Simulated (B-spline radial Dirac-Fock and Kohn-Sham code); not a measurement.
## X-ray emission lines of Hg⁴⁶⁺

System: mercury as Hg⁴⁶⁺, configuration 1s2 2s2 2p6 3s2 3p6 3d10 4s2 4p4.

The run's input, task.json:

```json
{"items": [{
  "Z": 80,
  "q": 46,
  "cfg": [[1, 0, 2], [2, 0, 2], [2, 1, 6], [3, 0, 2], [3, 1, 6], [3, 2, 10], [4, 0, 2], [4, 1, 4]],
  "A": 202,
  "rrms": 5.4648,
  "do": ["binding"]
}]}
```

Command: `python xray_run.py task.json out`

Model: Dirac-Fock (average of configuration) total-energy differences with a finite nucleus, the Breit interaction including its frequency dependence, and self-energy and vacuum-polarisation corrections. Program: a B-spline atomic structure program. A line energy is the difference of two single-hole energies; the list is a selection of electric-dipole transitions between resolved j subshells. Correlation energy is missing from these numbers.

| line | energy (eV) | wavelength (Å) |
| --- | --- | --- |
| K-M2 | 79931.3 | 0.15511 |
| K-L2 | 68903.1 | 0.17994 |
| L2-N1 | 13834.6 | 0.89619 |
| L2-M4 | 11920.7 | 1.0401 |
| L1-M2 | 11663.5 | 1.0630 |
| L2-M1 | 10750.2 | 1.1533 |

Values without a named source are computed, but for edge energies of neutral atoms, which are taken from tables.
